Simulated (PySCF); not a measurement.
C₆ coefficients of unlike pairs at r2SCAN0

Calculated with PySCF 2.14 from the dipole response of each species, C₆(A,B) = (3/π) ∫ α_A(iu) α_B(iu) du, in atomic units, from isotropic polarisabilities. For ions this is the dispersion term alone; charge-induced terms of lower order in 1/R come first.

```json
{"species": "V(3+)", "configuration": "[Ar] 3d2 (3F)", "basis": "def2-TZVPPD (6s6p4d2f1g)", "relativity": "none", "α (bohr³)": "2.127", "C₆ (like pair)": "5.466"}
{"species": "P(2+)", "configuration": "[Ne] 3s2 3p1 (2P)", "basis": "aug-cc-pwCVQZ (10s9p7d5f3g)", "relativity": "none", "α (bohr³)": "9.354", "C₆ (like pair)": "34.62"}
{"species": "Mg+", "configuration": "[Ne] 3s1 (2S)", "basis": "aug-cc-pVQZ (7s6p4d3f2g)", "relativity": "none", "α (bohr³)": "34.29", "C₆ (like pair)": "151.3"}
{"species": "Ga", "configuration": "[Ar] 3d10 4s2 4p1 (2P)", "basis": "x2c-TZVPPall with one added diffuse shell each of s, p, d type (7s6p5d1f)", "relativity": "spin-free X2C", "α (bohr³)": "55.94", "C₆ (like pair)": "488.2"}
```

Estimate C₆ for Ga with V(3+).

The integral gives 35.48. The combination rule 2 C_A C_B / (C_A α_B/α_A + C_B α_A/α_B) gives 32.88 and the geometric mean 51.66.

No spin-orbit coupling is included.

The other pairs:

```tsv
pair	C₆
Ga, Mg+	269.1
Mg+, V(3+)	17.49
P(2+), V(3+)	11.90
Ga, P(2+)	120.5
Mg+, P(2+)	62.82
```
